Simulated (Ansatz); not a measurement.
```xyz
14

N     1.6161   -1.4244   -1.0057
Si    1.1457    0.2370   -1.1092
Si   -0.4711    0.4984    0.5578
N    -2.0395   -0.1731    0.3199
O    -0.6890    2.1122    0.7817
O     0.1784   -0.3157    1.8374
H     2.2633   -1.8080   -1.6765
H     1.8027   -1.7890   -0.0838
H     0.5665    0.4654   -2.4636
H     2.2530    1.2330   -0.9606
H    -2.1231   -1.1762    0.2494
H    -2.6582    0.2706   -0.3420
H    -1.4348    2.3781    1.3240
H    -0.4099   -0.5082    2.5712
```

The species carries charge 0 and has multiplicity 1.

(1) List the r2SCAN/def2-TZVPP orbital energies in eV (Ansatz 0.2.0). (Estimate.)

Results:

(1) Computed: Occupied: -1791.54, -1790.53, -515.64, -515.61, -384.78, -384.55, -141.79, -140.96, -96.69, -96.67, -96.63, -95.83, -95.82, -95.81, -26.47, -26.01, -22.16, -21.90, -14.63, -13.09, -12.98, -12.42, -12.21, -11.76, -9.73, -9.47, -8.78, -8.45, -8.20, -7.73, -7.62, -6.36, -5.93. Lowest empty: -0.20, 0.42, 0.51, 1.56, 1.83, 2.23, 2.33, 2.54.
